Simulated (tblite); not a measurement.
Record of a relaxation.

C2H9GeSi (doublet state).
Atom-mapped SMILES: `[CH3:1][SiH:2][CH2:3][GeH3:4]` (hydrogens: H5, H6, H7 on C1; H8 on Si2; H9, H10 on C3; H11, H12, H13 on Ge4)

Computed with GFN2-xTB (tblite), gas phase: L-BFGS steps from a force-field or distance-geometry start until the largest atomic force falls under 0.01 eV/Å. 7 of its 118 geometries are shown.

Step 0: E = -338.1358 eV, largest atomic force 1.857 eV/Å
```
atom  x, y, z in Å  |  force x, y, z in eV/Å
C1      2.164    0.265    0.351    0.660   0.989  -0.099
Si2     0.706   -0.876    0.548    0.673  -1.029   0.828
C3     -0.672   -0.556   -0.619   -1.266  -0.512  -1.258
Ge4    -2.029    0.655    0.078   -0.718   0.350   0.047
H5      1.828    1.317    0.243    0.358  -0.586  -0.018
H6      2.744    0.202    1.281    0.128   0.143  -0.539
H7      2.809    0.001   -0.521   -0.459   0.252   0.745
H8      1.232   -2.243    0.352   -0.089  -0.085   0.069
H9     -1.197   -1.528   -0.796    0.483   0.703  -0.137
H10    -0.324   -0.153   -1.585   -0.050  -0.364   0.293
H11    -1.619    1.313    1.414   -0.286  -0.190  -0.531
H12    -3.376   -0.125    0.240    0.616   0.512   0.072
H13    -2.272    1.727   -1.006   -0.051  -0.184   0.527
```

Step 20: E = -338.3944 eV, largest atomic force 0.082 eV/Å
```
atom  x, y, z in Å  |  force x, y, z in eV/Å
C1      2.157    0.286    0.381    0.015   0.023   0.001
Si2     0.730   -0.953    0.587   -0.054   0.003  -0.018
C3     -0.680   -0.597   -0.648   -0.029   0.001  -0.007
Ge4    -2.039    0.660    0.037    0.026   0.021   0.009
H5      1.789    1.300    0.264   -0.018   0.052   0.033
H6      2.827    0.265    1.233    0.008   0.026   0.053
H7      2.756    0.050   -0.496   -0.034  -0.030  -0.068
H8      1.222   -2.324    0.382    0.015  -0.063   0.012
H9     -1.174   -1.536   -0.884   -0.018  -0.012  -0.018
H10    -0.260   -0.216   -1.579    0.006   0.019   0.016
H11    -1.634    1.303    1.327    0.019  -0.001  -0.012
H12    -3.351   -0.017    0.296    0.032  -0.025   0.016
H13    -2.347    1.778   -0.916    0.032  -0.014  -0.016
```

Step 39: E = -338.4104 eV, largest atomic force 0.066 eV/Å
```
atom  x, y, z in Å  |  force x, y, z in eV/Å
C1      2.047    0.298    0.398    0.009   0.020  -0.001
Si2     0.690   -1.013    0.609   -0.031  -0.054   0.021
C3     -0.647   -0.626   -0.690   -0.048   0.011  -0.020
Ge4    -1.948    0.666    0.030   -0.001  -0.005  -0.014
H5      1.616    1.295    0.384    0.017   0.025   0.029
H6      2.789    0.260    1.189    0.013   0.003  -0.003
H7      2.561    0.148   -0.550    0.033   0.011   0.012
H8      1.214   -2.379    0.450    0.021  -0.024  -0.023
H9     -1.170   -1.533   -0.989    0.016   0.015   0.013
H10    -0.169   -0.215   -1.580   -0.022  -0.024   0.006
H11    -1.455    1.356    1.261    0.047   0.027   0.013
H12    -3.228   -0.002    0.417   -0.022  -0.020   0.007
H13    -2.304    1.746   -0.945   -0.032   0.014  -0.041
```

Step 58: E = -338.4630 eV, largest atomic force 0.218 eV/Å
```
atom  x, y, z in Å  |  force x, y, z in eV/Å
C1      1.914    0.301    0.653   -0.003   0.105   0.021
Si2     0.697   -1.150    0.434    0.039   0.005   0.035
C3     -0.715   -0.735   -0.775    0.015   0.059  -0.018
Ge4    -1.817    0.733   -0.080   -0.030   0.084   0.130
H5      1.450    1.171    1.124    0.050  -0.190  -0.095
H6      2.746   -0.008    1.284   -0.042   0.070  -0.100
H7      2.319    0.629   -0.310   -0.063  -0.098   0.163
H8      1.422   -2.348   -0.036   -0.034   0.034   0.004
H9     -1.353   -1.601   -0.941    0.059  -0.042   0.001
H10    -0.285   -0.457   -1.739   -0.031   0.008   0.015
H11    -0.965    1.846    0.471   -0.108  -0.063  -0.061
H12    -2.723    0.284    1.040    0.147   0.033  -0.143
H13    -2.693    1.335   -1.144    0.001  -0.005   0.048
```

Step 78: E = -338.4809 eV, largest atomic force 0.024 eV/Å
```
atom  x, y, z in Å  |  force x, y, z in eV/Å
C1      1.837    0.275    0.736   -0.003   0.011  -0.003
Si2     0.696   -1.210    0.414   -0.003   0.002   0.000
C3     -0.697   -0.740   -0.798   -0.011  -0.004  -0.005
Ge4    -1.749    0.770   -0.122    0.019   0.011   0.010
H5      1.347    1.040    1.333    0.003  -0.011  -0.001
H6      2.740   -0.028    1.256   -0.003   0.003   0.003
H7      2.131    0.734   -0.207    0.019  -0.002  -0.003
H8      1.448   -2.353   -0.136   -0.002   0.006   0.011
H9     -1.355   -1.595   -0.948   -0.002   0.003  -0.019
H10    -0.265   -0.492   -1.769   -0.002   0.004   0.003
H11    -0.912    1.996    0.073   -0.001  -0.017   0.001
H12    -2.366    0.441    1.199    0.001   0.005   0.014
H13    -2.861    1.164   -1.048   -0.014  -0.011  -0.012
```

Step 98: E = -338.4822 eV, largest atomic force 0.029 eV/Å
```
atom  x, y, z in Å  |  force x, y, z in eV/Å
C1      1.844    0.271    0.737   -0.007   0.007   0.006
Si2     0.689   -1.203    0.412   -0.004   0.005  -0.013
C3     -0.698   -0.733   -0.808   -0.012   0.005  -0.017
Ge4    -1.759    0.766   -0.119    0.017  -0.002   0.004
H5      1.352    1.049    1.316   -0.001  -0.001  -0.022
H6      2.728   -0.041    1.285    0.008   0.001   0.000
H7      2.172    0.712   -0.203   -0.001  -0.004   0.014
H8      1.442   -2.353   -0.122   -0.005  -0.005  -0.001
H9     -1.346   -1.590   -0.980   -0.011  -0.010   0.016
H10    -0.266   -0.464   -1.773    0.028   0.005   0.004
H11    -0.932    2.005    0.011    0.005   0.010   0.010
H12    -2.316    0.463    1.234    0.000  -0.006   0.017
H13    -2.914    1.119   -1.007   -0.017  -0.004  -0.018
```

Step 117: E = -338.4845 eV, largest atomic force 0.009 eV/Å
```
atom  x, y, z in Å  |  force x, y, z in eV/Å
C1      1.902    0.270    0.673    0.000   0.000  -0.003
Si2     0.667   -1.158    0.443    0.002  -0.001   0.001
C3     -0.683   -0.684   -0.815    0.004   0.000   0.001
Ge4    -1.812    0.742   -0.082   -0.007  -0.004  -0.004
H5      1.412    1.163    1.052    0.001   0.003   0.003
H6      2.692    0.002    1.367   -0.001   0.000   0.000
H7      2.369    0.527   -0.277   -0.002  -0.004  -0.001
H8      1.355   -2.385    0.003   -0.002   0.000  -0.005
H9     -1.298   -1.554   -1.040    0.000   0.005   0.001
H10    -0.223   -0.361   -1.750    0.006   0.000   0.002
H11    -1.024    1.980    0.208    0.003   0.001   0.001
H12    -2.438    0.309    1.205   -0.004   0.004   0.006
H13    -2.923    1.151   -1.005    0.001  -0.005  -0.001
```

Problem. Summarise the path.

Solution. The energy falls by 33.65 kJ/mol from step 0 to step 117; nine tenths of that is first reached at step 53. It rises by more than 0.2 meV at step 61. The largest force goes from 1.857 to 0.009 eV/Å. Among the bonds Si2–C3 changes most, from 1.833 to 1.905 Å; the atoms move by 0.741 Å rms after alignment.

The cost below is that of the whole relaxation. Hardware: an Arm Neoverse V2 with one thread, no GPU, shared host. Cost: 0.47 s.
